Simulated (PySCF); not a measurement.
ScF₂, SMILES [F][Sc+][F], charge +1.

Coordinates come from a ωB97X-D3(BJ)/def2-TZVP optimisation. The spin state was assumed, not searched. The isomer is the one that the SMILES or the coordinates give; other isomers of the formula were not compared.

Method: TDDFT-M06-2X/def2-TZVPD run with PySCF.

Vertical excitations.  State labels are in the subgroup C2v.

```csv
state,symmetry,energy (eV),λ (nm),f,main pairs
S1,B2,7.43,167,0.003,"HOMO→LUMO 61 %, HOMO→LUMO+2 34 %"
S2,A2,7.57,164,0.000,HOMO→LUMO+1 88 %
S3,A1,7.77,160,0.003,"HOMO−2→LUMO 55 %, HOMO−2→LUMO+2 28 %, HOMO−1→LUMO+1 11 %"
S4,B1,7.79,159,0.021,"HOMO−1→LUMO 61 %, HOMO−1→LUMO+2 34 %"
S5,B1,7.84,158,0.001,HOMO−2→LUMO+1 86 %
S6,B2,7.93,156,0.002,"HOMO→LUMO+2 40 %, HOMO→LUMO 28 %, HOMO−4→LUMO+2 20 %"
S7,A2,7.94,156,0.000,"HOMO−3→LUMO 62 %, HOMO−3→LUMO+2 32 %"
S8,A2,8.05,154,0.000,"HOMO−4→LUMO+1 57 %, HOMO−2→LUMO+3 32 %"
S9,B1,8.05,154,0.003,"HOMO→LUMO+3 72 %, HOMO−5→LUMO+1 16 %"
S10,B2,8.08,154,0.000,"HOMO−3→LUMO+1 31 %, HOMO−4→LUMO 27 %, HOMO−4→LUMO+2 20 %, HOMO→LUMO+2 10 %"
T1,B2,7.37,168,0,"HOMO→LUMO 61 %, HOMO→LUMO+2 30 %"
T2,A2,7.50,165,0,HOMO→LUMO+1 82 %
T3,A1,7.58,163,0,"HOMO−2→LUMO+2 46 %, HOMO−2→LUMO 33 %, HOMO−1→LUMO+1 9 %"
T4,B1,7.65,162,0,HOMO−2→LUMO+1 79 %
```
Triplets are in the Tamm–Dancoff approximation, which puts them higher than full response would, so one can lie above its singlet here.
